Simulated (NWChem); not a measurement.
System: CH4BFO2; SMILES B(F)(O)CO

Here is an NWChem input.

```
start job
memory heap 200 mb stack 900 mb global 1100 mb
geometry units angstroms noautosym nocenter noautoz
  O      0.117738     1.949995     0.163292
  C     -0.730155     0.859841    -0.104839
  B     -0.041723    -0.550425     0.005888
  O     -0.756436    -1.689086     0.064831
  F      1.299100    -0.615901     0.000536
  H      0.986473     1.742268    -0.195395
  H     -1.203130     0.930861    -1.111042
  H     -1.578318     0.900657     0.600041
  H     -0.205083    -2.479834     0.092382
end
basis spherical
  * library 6-31g*
end
dft
  xc hfexch
  iterations 150
end
property
  shielding
end
task dft property
```

NWChem printed, in part:

```
             Northwest Computational Chemistry Package (NWChem) 7.3.0
             --------------------------------------------------------

                             Geometry "geometry" -> ""
                             -------------------------

 Output coordinates in angstroms (scale by  1.889725989 to convert to a.u.)

  No.       Tag          Charge          X              Y              Z
 ---- ---------------- ---------- -------------- -------------- --------------
    1 O                    8.0000     0.11773800     1.94999500     0.16329200
    2 C                    6.0000    -0.73015500     0.85984100    -0.10483900
    3 B                    5.0000    -0.04172300    -0.55042500     0.00588800
    4 O                    8.0000    -0.75643600    -1.68908600     0.06483100
    5 F                    9.0000     1.29910000    -0.61590100     0.00053600
    6 H                    1.0000     0.98647300     1.74226800    -0.19539500
    7 H                    1.0000    -1.20313000     0.93086100    -1.11104200
    8 H                    1.0000    -1.57831800     0.90065700     0.60004100
    9 H                    1.0000    -0.20508300    -2.47983400     0.09238200

 Effective nuclear repulsion energy (a.u.)     169.3966262197

  xc_inp: hfexch multiplicative factor not found.
                              NWChem Property Module
                              ----------------------

  itol2e modified to match energy
  convergence criterion.

                                 NWChem DFT Module
                                 -----------------

 Summary of "ao basis" -> "ao basis" (spherical)
 ------------------------------------------------------------------------------
       Tag                 Description            Shells   Functions and Types
 ---------------- ------------------------------  ------  ---------------------
 O                           6-31g*                  6       14   3s2p1d
 C                           6-31g*                  6       14   3s2p1d
 B                           6-31g*                  6       14   3s2p1d
 F                           6-31g*                  6       14   3s2p1d
 H                           6-31g*                  2        2   2s

  itol2e modified to match energy
  convergence criterion.

            General Information
            -------------------
          SCF calculation type: DFT
          Wavefunction type:  closed shell.
          No. of atoms     :     9
          No. of electrons :    40
           Alpha electrons :    20
            Beta electrons :    20
          Charge           :     0
          Spin multiplicity:     1
          Use of symmetry is: off; symmetry adaption is: off
          Maximum number of iterations: 150
          AO basis - number of functions:    78
                     number of shells:    38
          Convergence on energy requested:  1.00D-07
          Convergence on density requested:  1.00D-05
          Convergence on gradient requested:  5.00D-04

              XC Information
              --------------
                     Hartree-Fock (Exact) Exchange  1.000

      Superposition of Atomic Density Guess
      -------------------------------------

 Sum of atomic energies:        -313.06030928

      Non-variational initial energy
      ------------------------------

 Total energy =    -315.034054
 1-e energy   =    -766.651771
 2-e energy   =     282.221091
 HOMO         =      -0.342138
 LUMO         =       0.102961

[...]

          -----------------------------------------
          Chemical Shielding Tensors (GIAO, in ppm)
          -----------------------------------------

                                NWChem CPHF Module
                                ------------------

  scftype          =     RHF
  nclosed          =       20
  nopen            =        0
  variables        =     1160
  # of vectors     =        3
  tolerance        = 0.10D-03
  level shift      = 0.00D+00
  max iterations   =       50
  max subspace     =       30

 SCF residual:    8.8624513325330820E-005

Iterative solution of linear equations
  No. of variables     1160
  No. of equations        3
  Maximum subspace       30
        Iterations       50
       Convergence  1.0D-04

   iter   nsub   residual    time
   ----  ------  --------  ---------
     1      3    6.79D-01      16.6
     2      6    1.15D-01      19.0
     3      9    1.74D-02      21.1
     4     12    3.74D-03      22.4
     5     15    5.17D-04      23.8
     6     18    1.15D-04      25.2
     7     21    2.24D-05      26.6

      Atom:    1  O
        Diamagnetic
    402.7751      9.1772     -1.3998
      9.1772    397.0469      5.2615
     -1.3998      5.2615    380.6557

        Paramagnetic
     -4.3741    -35.4870    -39.2440
    -35.4870    -69.1283      0.8269
    -39.2440      0.8269    -33.0480

        Total Shielding Tensor
    398.4010    -26.3098    -40.6438
    -26.3098    327.9186      6.0884
    -40.6438      6.0884    347.6077

           isotropic =     357.9758
          anisotropy =     104.6178

          Principal Components and Axis System
                 1           2           3
              427.7210    330.5502    315.6561

      1         0.8549      0.2380      0.4610
      2        -0.2530     -0.5846      0.7709
      3        -0.4529      0.7757      0.4395

      Atom:    2  C
        Diamagnetic
    244.8652      4.8025      2.8258
      4.8025    255.2970      2.4426
      2.8258      2.4426    237.1318

        Paramagnetic
    -90.9281     25.4836      3.7395
     25.4836    -77.6612      3.1331
      3.7395      3.1331    -97.4633

        Total Shielding Tensor
    153.9371     30.2861      6.5654
     30.2861    177.6357      5.5756
      6.5654      5.5756    139.6685

           isotropic =     157.0804
          anisotropy =      63.5745

          Principal Components and Axis System
                 1           2           3
              199.4634    139.3517    132.4262

      1         0.5623      0.2134      0.7989
      2         0.8154     -0.3040     -0.4927
      3         0.1378      0.9284     -0.3450

      Atom:    3  B
        Diamagnetic
    199.3789      0.9233     -0.0098
      0.9233    201.8464     -0.8555
     -0.0098     -0.8555    176.9309

        Paramagnetic
   -130.9395     -7.0820     -1.2544
     -7.0820    -90.2121     -0.1356
     -1.2544     -0.1356    -70.2567

        Total Shielding Tensor
     68.4394     -6.1587     -1.2642
     -6.1587    111.6343     -0.9910
     -1.2642     -0.9910    106.6742

           isotropic =      95.5826
          anisotropy =      25.5346

          Principal Components and Axis System
                 1           2           3
              112.6057    106.6131     67.5291

      1        -0.1330     -0.0537      0.9897
      2         0.9818      0.1296      0.1390
      3        -0.1357      0.9901      0.0355

      Atom:    4  O
        Diamagnetic
    389.0966      5.2057     -0.4135
      5.2057    409.0088     -1.2474
     -0.4135     -1.2474    377.5267

        Paramagnetic
   -214.4368     42.8412     -3.6916
     42.8412   -129.8468      4.2339
     -3.6916      4.2339    -74.9628

        Total Shielding Tensor
    174.6598     48.0469     -4.1051
     48.0469    279.1620      2.9865
     -4.1051      2.9865    302.5639

           isotropic =     252.1285
          anisotropy =      76.3838

          Principal Components and Axis System
                 1           2           3
              303.0511    297.5716    155.7630

      1         0.0581      0.3602      0.9311
      2         0.2380      0.9008     -0.3633
      3         0.9695     -0.2426      0.0334

      Atom:    5  F
        Diamagnetic
    488.6892     -0.9118     -0.2142
     -0.9118    464.8334      0.1212
     -0.2142      0.1212    462.6182

        Paramagnetic
   -149.8735    -41.9978     -2.6396
    -41.9978   -270.5589     11.8069
     -2.6396     11.8069    -29.0417

        Total Shielding Tensor
    338.8157    -42.9097     -2.8538
    -42.9097    194.2744     11.9282
     -2.8538     11.9282    433.5765

           isotropic =     322.2222
          anisotropy =     168.3438

          Principal Components and Axis System
                 1           2           3
              434.4514    350.1790    182.0362

      1        -0.0565      0.9631      0.2630
      2         0.0596     -0.2597      0.9638
      3         0.9966      0.0701     -0.0427

      Atom:    6  H
        Diamagnetic
     40.6483     -1.5221     -7.7292
     -1.5221     25.5424      1.4486
     -7.7292      1.4486     20.2826

        Paramagnetic
      1.4998      0.7816      1.2305
      0.7816      4.4877      0.6390
      1.2305      0.6390      4.5054

        Total Shielding Tensor
     42.1481     -0.7405     -6.4987
     -0.7405     30.0301      2.0876
     -6.4987      2.0876     24.7879

           isotropic =      32.3220
          anisotropy =      18.1789

          Principal Components and Axis System
                 1           2           3
               44.4413     30.2955     22.2292

      1         0.9421      0.1593      0.2951
      2        -0.0950      0.9707     -0.2208
      3        -0.3216      0.1800      0.9296

      Atom:    7  H
        Diamagnetic
     27.0557      0.1840      7.8980
      0.1840     25.3833     -0.4831
      7.8980     -0.4831     34.1453

[...]
```

Level: Hartree-Fock/6-31G* (spherical d), GIAO. Structure relaxed at the PBE0/def2-SVP level. The printed shielding anisotropy is the first printed principal value minus the mean of the other two.
